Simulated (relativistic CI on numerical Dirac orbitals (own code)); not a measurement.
# Radial parameters of Re XXXVIII

Computed by Dirac-Coulomb-Breit CI, KLI orbitals optimised for each configuration, model QED, unscaled Slater integrals (own radial code, finite nucleus).

Slater integrals F^k, G^k are unscaled and averaged over j, outside the closed core [Ar] 3d10; ζ comes from projecting the Hamiltonian with its Breit term on Σ l·s of the shell.

- 4s²4p⁶4d²: F^2(4d,4d) = 243150, F^4(4d,4d) = 165710, ζ(4d) = 64996 cm⁻¹; <r>(4d) = 0.4124, <r^2>(4d) = 0.1944 (bohr units).
- 4s²4p⁶4d4f: ζ(4d) = 64925, F^2(4d,4f) = 244980, F^4(4d,4f) = 159510, G^1(4d,4f) = 247540, G^3(4d,4f) = 172470, G^5(4d,4f) = 127290, ζ(4f) = 11374 cm⁻¹; <r>(4d) = 0.4128, <r^2>(4d) = 0.1947, <r>(4f) = 0.3856, <r^2>(4f) = 0.1682 (bohr units).
- 4s²4p⁵4d³: ζ(4p) = 518770, F^2(4d,4d) = 243100, F^4(4d,4d) = 165680, F^2(4p,4d) = 243810, G^1(4p,4d) = 302010, G^3(4p,4d) = 193700, ζ(4d) = 64741 cm⁻¹; <r>(4p) = 0.4119, <r^2>(4p) = 0.192, <r>(4d) = 0.4125, <r^2>(4d) = 0.1945 (bohr units).

Give the Racah parameters of the d shell in 4s²4p⁶4d².

B = F²/49 − 5F⁴/441 = 3083 cm⁻¹ and C = 35F⁴/441 = 13152 cm⁻¹.

Averages of the first 10 configurations, taken without configuration mixing, which lowers the lowest level and can move excited configurations by several eV; other configurations of the list can lie among them:

```
Configuration  Parity  States  Average energy above the lowest level (eV)
    4s²4p⁶4d²    even      45                                        30.0
   4s²4p⁶4d4f     odd     140                                       239.1
    4s²4p⁵4d³     odd     720                                       241.1
     4s4p⁶4d³    even     240                                       420.1
  4s²4p⁵4d²4f    even    3780                                       447.7
   4s4p⁶4d²4f     odd    1260                                       627.1
   4s²4p⁶4d5s    even      20                                       528.1
   4s²4p⁶4f5s     odd      28                                       736.9
   4s²4p⁶4d5p     odd      60                                       603.8
    4s²4p⁶4f²    even      91                                       450.9
```
